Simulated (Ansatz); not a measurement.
Mulliken charges of AsH6NOSi, SMILES `N[SiH2][AsH]O` from PBE/def2-TZVPP in Ansatz (PBE0-D4/def2-TZVP geometry).

| atom | x (Å) | y (Å) | z (Å) | charge (e) |
| --- | --- | --- | --- | --- |
| N1 | -1.752 | 0.109 | -0.676 | -0.383 |
| Si2 | -0.522 | -0.815 | 0.090 | 0.295 |
| As3 | 1.132 | 0.487 | 1.202 | 0.142 |
| O4 | 1.850 | 1.063 | -0.368 | -0.395 |
| H5 | -1.509 | 0.643 | -1.495 | 0.157 |
| H6 | -2.429 | 0.603 | -0.116 | 0.149 |
| H7 | 0.151 | -1.627 | -0.954 | -0.052 |
| H8 | -1.153 | -1.680 | 1.125 | -0.065 |
| H9 | 2.033 | -0.739 | 1.396 | -0.027 |
| H10 | 2.283 | 1.904 | -0.200 | 0.179 |

Question: By hand: the dipole of these point charges (1 e Å = 4.8032 D).

Answer: Σ q r = (-0.231, 0.112, 0.252) e Å, of length 0.360 e Å = 1.73 D.

Question: How does the dipole of the full density compare? (Best estimate.)

Answer: Ansatz gave: (-0.147, 0.321, 0.061) e Å, 1.72 D; the point charges give 1.01 times that, at 49° from its direction.

Point charges leave out the atoms' own dipoles, such as those of lone pairs, and Mulliken's split depends on the basis, so the two needn't agree.
